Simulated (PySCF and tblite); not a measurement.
Values are calculated unless marked as measured or tabulated.
C4H7FO2, numbered as in [F:1][CH:2]1[CH2:3][O:4][CH2:5][O:6][CH2:7]1. Conformers came from 90 starts (ETKDG and KDG, MMFF94s, GFN2-xTB); geometries are PBE0-D3(BJ)/def2-SVP. Free energies are PBE0-D3(BJ)/def2-TZVP single points with GFN2-xTB rigid-rotor and vibrational terms (modes under about 100 cm⁻¹ blended into free rotors). Symmetry numbers and mirror images are counted. Conformers within 4 kcal/mol (GFN2-xTB free energy) were kept, 5 at most. GIAO shieldings: PBE0/pcSseg-1. Shifts are against TMS (¹H), TMS (¹³C), CFCl3 (¹⁹F) at the same level; of two unlike H on one atom, a is the less shielded. (PySCF 2.14, tblite 0.8.)

The 6-ring runs over atoms 2–3–4–5–6–7. Of a mirror pair one member is shown.

```
conformer                                                          shape  point group  mirror pair  ΔE(DFT)  Δ(G−E) at 260 K  δ H3b/H7b (ppm)
        1                     6-ring chair (all substituents equatorial)           Cs           no     0.00             0.00             3.13
        2                                        6-ring chair (F1 axial)           Cs           no     0.32            -0.13             4.20
        3  6-ring twist-boat (ring torsions 66, -35, -32, 69, -34, -28°)           C1          yes     4.05            -0.40             3.75
```

Energies in kcal/mol; the thermal term leaves out symmetry numbers and mirror images.

(1) Work out the weights at 260 K and the ¹H shift of H3b/H7b under fast exchange.

Answers

(1) RT = 0.517 kcal/mol. Each conformer gets RT ln(σ/g), with σ the rotational symmetry number and g = 2 for a mirror pair: 1: σ = 1, g = 1, G = 0.00 + 0.00 + 0.00 = 0.00, 0.00 above the lowest, exp(−ΔG/RT) = 1.000; 2: σ = 1, g = 1, G = 0.32 − 0.13 + 0.00 = 0.20, 0.20 above the lowest, exp(−ΔG/RT) = 0.685; 3: σ = 1, g = 2, G = 4.05 − 0.40 − 0.36 = 3.29, 3.29 above the lowest, exp(−ΔG/RT) = 0.002. The sum is 1.687, so the weights are 59.2, 40.6, 0.1 %. The averaged shift is 3.56 ppm. At 298.15 K it is 3.58 ppm. At 298.15 K the leading conformer alone gives 3.13 ppm and bare DFT energies give 3.52 ppm.
